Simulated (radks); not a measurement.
Question: Radial electron density D(r) = 4 pi r^2 rho(r) of an atom or ion with 24 electrons. Calculated with a radial shooting solver on a logarithmic mesh with Libxc functionals: Dirac Kohn-Sham, PBEsol, spin-unpolarised, spherical densities, finite nucleus; Fermi nuclear charge, rms radius of each element as measured or else 0.836 A^(1/3) + 0.57 fm.

r (bohr),D(r) (e/bohr)
0.008208,5.637
0.01077,8.517
0.01414,12.39
0.01871,17.29
0.02456,22.39
0.03224,26.70
0.04231,28.75
0.05554,27.62
0.0729,24.28
0.09646,21.96
0.1266,24.09
0.1662,29.31
0.2181,31.15
0.2863,24.81
0.3788,14.55
0.4972,10.33
0.6527,12.38
0.8567,13.01
1.124,9.163
1.488,4.474
1.953,1.993
2.563,1.047
3.365,0.5911
4.416,0.2680
5.843,0.07775
7.67,0.01390
10.07,0.001266

What is the nuclear charge?

Answer: Z = 24. The innermost maximum, from 1s, lies near gamma/Z bohr with gamma = sqrt(1 - (Z/c)^2) = 0.985, here 0.041 bohr (found: 0.0440), and its height grows with Z. The density is that of neutral chromium in [Ar] 3d5 4s1; the configuration itself is not fixed sharply by these data, and Z only to about a unit. D(r) has 3 maxima, at r = 0.0440, 0.205, 0.778 bohr, and minima at 0.0980, 0.497 bohr, inside which lie 2.13, 10.54 electrons.
